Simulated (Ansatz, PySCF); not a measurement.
Species: 4-fluoro-1,3-dioxole, C$_{3}$H$_{3}$FO$_{2}$, net charge 0, singlet state. SMILES: FC1=COCO1
Coordinates optimised at B3LYP-D3(BJ)/def2-TZVP (Ansatz, a first-principles code):
```
C
F 1 1.3137
C 1 1.3240 2 131.61
O 1 1.3627 2 115.42 3 177.09
H 3 1.0724 1 132.66 2 0.43
O 3 1.3993 5 118.98 1 -175.19
C 6 1.4205 3 103.66 5 -167.79
H 7 1.0868 6 110.21 3 -143.00
H 7 1.0991 8 112.15 6 122.81
```

Quantity: atomisation energy (electronic, to ground-state atoms), in eV. Valence correlation only, unless marked. Open shells are spin-unrestricted. No spin-orbit coupling. Non-relativistic. The coupled-cluster limit lacks core correlation, which all-electron functionals hold. CBS marks a two-point X^-3 extrapolation of the correlation energy; Hartree-Fock from the larger set. [CCSD(T)-MP2]/basis is that difference in the basis named.

```json
[
 {"level": "HF/6-31G*", "program": "Ansatz", "atomisation energy (eV)": "26.40", "rough core time": "-"},
 {"level": "HF/cc-pVTZ", "program": "Ansatz", "atomisation energy (eV)": "26.62", "rough core time": "-"},
 {"level": "BLYP-D3(BJ)/def2-TZVPD", "program": "Ansatz + dftd3", "atomisation energy (eV)": "40.19", "rough core time": "under 20 s"},
 {"level": "revPBE/def2-TZVPD", "program": "Ansatz", "atomisation energy (eV)": "39.77", "rough core time": "under 20 s"},
 {"level": "B97M-V/def2-TZVPD", "program": "Ansatz", "atomisation energy (eV)": "39.87", "rough core time": "22 s"},
 {"level": "PBE0-D4/def2-TZVPD", "program": "Ansatz + dftd4", "atomisation energy (eV)": "40.38", "rough core time": "under 20 s"},
 {"level": "BHLYP-D4/def2-TZVPD", "program": "Ansatz + dftd4", "atomisation energy (eV)": "37.67", "rough core time": "under 20 s"},
 {"level": "TPSSh-D4/def2-TZVPD", "program": "PySCF + dftd4", "atomisation energy (eV)": "39.78", "rough core time": "-"},
 {"level": "HSE06-D3(BJ)/def2-TZVPD", "program": "Ansatz + dftd3", "atomisation energy (eV)": "40.40", "rough core time": "under 20 s"},
 {"level": "HSE06-D4/def2-TZVPD", "program": "Ansatz + dftd4", "atomisation energy (eV)": "40.43", "rough core time": "under 20 s"},
 {"level": "HSE06/def2-TZVPD", "program": "Ansatz", "atomisation energy (eV)": "40.31", "rough core time": "under 20 s"},
 {"level": "CAM-B3LYP/def2-TZVPD", "program": "Ansatz", "atomisation energy (eV)": "40.00", "rough core time": "under 20 s"},
 {"level": "B2GP-PLYP-D4/def2-TZVPD", "program": "Ansatz + dftd4", "atomisation energy (eV)": "39.37", "rough core time": "under 20 s"},
 {"level": "B2GP-PLYP/def2-TZVPD", "program": "Ansatz", "atomisation energy (eV)": "39.30", "rough core time": "under 20 s"},
 {"level": "RPA@PBE/cc-pVTZ", "program": "Ansatz", "atomisation energy (eV)": "36.39", "rough core time": "under 20 s"},
 {"level": "MP2/cc-pVDZ", "program": "Ansatz", "atomisation energy (eV)": "37.67", "rough core time": "-"},
 {"level": "RI-MP2/CBS(cc-pVTZ,cc-pVQZ)", "program": "Ansatz", "atomisation energy (eV)": "41.40", "rough core time": "24 s"},
 {"level": "CCSD/cc-pVTZ", "program": "Ansatz", "atomisation energy (eV)": "37.72", "rough core time": "-"},
 {"level": "CCSD(T)/aug-cc-pVDZ", "program": "Ansatz", "atomisation energy (eV)": "36.80", "rough core time": "110 s"},
 {"level": "RI-MP2/CBS(aug-cc-pVTZ,aug-cc-pVQZ)+[CCSD(T)-MP2]/aug-cc-pVDZ", "program": "Ansatz", "atomisation energy (eV)": "39.86", "rough core time": "2.9 min"},
 {"level": "RI-MP2/CBS(cc-pVTZ,cc-pVQZ)+[CCSD(T)-MP2]/cc-pVTZ", "program": "Ansatz", "atomisation energy (eV)": "39.90", "rough core time": "6 min"}
]
```

Core times are rough, on shared machines, summed over the molecules involved; a dash marks a level read off another run, or run on other hardware, by another program or under a memory cap.
